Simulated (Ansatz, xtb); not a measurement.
Relaxing a trial structure of CHBFO

The starting geometry of this gas-phase doublet was built from a drawn formula by distance geometry and a force field; its bonds are those of `[CH+]=[B-]([O])F`.

```yaml
atoms:
  - { symbol: C, position_ang: [-0.4493, -0.8895, -0.0167] }
  - { symbol: B, position_ang: [0.4846, -0.0449, 0.4499] }
  - { symbol: F, position_ang: [1.4057, -0.4289, 1.4993] }
  - { symbol: O, position_ang: [0.6017, 1.2993, -0.1294] }
  - { symbol: H, position_ang: [-1.1875, -1.6126, -0.3460] }
```

**Question.** Where would you expect an optimisation with r2SCAN-D4/def2-SVP to take it?

**Answer.** It rearranges to `FB1[CH]O1`. Contacts that close: C1–O4 (2.43 → 1.47 Å).

The energy falls by 2.76 eV over 12 steps:

```
step  E − E(last) (eV)
   1             2.758
   2             2.082
   3             1.703
   5             0.959
   6             0.594
   7             0.282
   8             0.109
  10             0.000
  11             0.000
  12             0.000
```

Final geometry (Å):

```xyz
5

C    -0.4046   -0.7633   -0.0274
B     0.6973   -0.2185    0.7253
F     1.6699   -0.1394    1.5910
O     0.1215    0.5998   -0.2181
H    -1.2288   -1.1552   -0.6138
```

From the same start GFN2-xTB reaches the same bonding as this run.

The end wasn't checked by frequencies. Open shells are spin-unrestricted. Run with Ansatz 0.2.0, 3.3 min on 1 thread of AMD EPYC (Zen 3) (shared host).
